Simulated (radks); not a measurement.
Problem. Neutral silver: order these configurations by energy. Method: scalar-relativistic Kohn-Sham, PBE, spin-polarised, spherical densities, finite nucleus; Fermi nuclear charge, rms radius of each element as measured or else 0.836 A^(1/3) + 0.57 fm; computed with a radial shooting solver on a logarithmic mesh with Libxc functionals. Open shells are filled with parallel spins first. [Kr] 4d10 5p1; [Kr] 4d10 5s1; [Kr] 4d9 5s1 5p1; [Kr] 4d9 5s2.

Solution. From the lowest, in eV above it: [Kr] 4d10 5s1 0.000; [Kr] 4d10 5p1 3.911; [Kr] 4d9 5s2 4.093; [Kr] 4d9 5s1 5p1 7.815.
